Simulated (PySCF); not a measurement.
**MnO₃I, singlet: data card**

All numbers come from B3LYP/[Mn def2-SVP, O def2-SVP, I def2-SVP with ECP28], scalar-relativistic core potentials, density fitting, no spin–orbit coupling, PySCF.

The structure is a higher-order saddle point with 2 imaginary modes.

```xyz
5
charge 0 multiplicity 1, angstrom
Mn   -1.6790    0.0000    0.0000
O    -0.9389    1.4102    0.0000
O    -3.2276    0.0000    0.0000
O    -0.9389   -1.4102    0.0000
I     1.3684    0.0000    0.0000
```

```
Point group                                                                   : C2v
Bond lengths                                                                  : Mn–I 3.047 Å, Mn–O 1.549 Å, Mn–O 1.593 Å (×2)
Bond angles                                                                   : I–Mn–O 62.3° (×2), I–Mn–O 180.0°, O–Mn–O 117.7° (×2), O–Mn–O 124.6°
Lowest empty level                                                            : -6.37 eV
Rotational constants                                                          : 0.265, 0.0287, 0.0259 cm⁻¹
Principal quadrupole moments (Buckingham, traceless) about the centre of mass : -5.26, 1.63, 3.63 D Å
Dipole moment                                                                 : 2.72 D
Atomisation energy without zero-point energy                                  : 1048 kJ/mol
Zero-point energy (real modes)                                                : 22.3 kJ/mol
Principal polarisabilities                                                    : 32.2, 49.7, 129.8 bohr³
Highest occupied level                                                        : -7.61 eV
```

Harmonic modes (masses in u: Mn 54.938, O 15.995, I 126.904):
| symmetry | ω (cm⁻¹) | IR (km/mol) |
| --- | --- | --- |
| b2 | 490i | – |
| b1 | 216i | – |
| a1 | 114 | 2.4 |
| b1 | 164 | 8.2 |
| b2 | 315 | 0.4 |
| a1 | 316 | 43.9 |
| b2 | 862 | 90.2 |
| a1 | 867 | 8.5 |
| a1 | 1084 | 64.8 |

In C2v the vibrations span 3b2 + 2b1 + 4a1. Here b1 is antisymmetric to the molecular plane and b2 lies in it.

Charges (e):
```tsv
atom	Mulliken	Löwdin	polar tensor	Mayer order to Mn1
Mn1	0.89	0.25	0.68	–
O2,4	-0.38	-0.18	-0.10	1.66
O3	-0.37	-0.14	-0.50	1.92
I5	0.23	0.26	0.02	0.40
```

Mulliken populations on Mn1: s 6.42, p 12.49, d 5.18, f 0.01.

Outer orbital energies (eV). occupied: -11.75, -10.73, -10.58, -10.28, -9.55, -8.31, -8.05, -7.61; empty: -6.37, -4.58, -4.45, -2.63.

Stability towards spin polarisation was not tested. Other isomers or separated fragments may lie lower. At this level a singlet minimum of C3v symmetry lies 247 kJ/mol below this structure. The small gap makes a closed-shell description doubtful.

The final relaxation and frequency run took of the order of 4 core-minutes on a shared host.
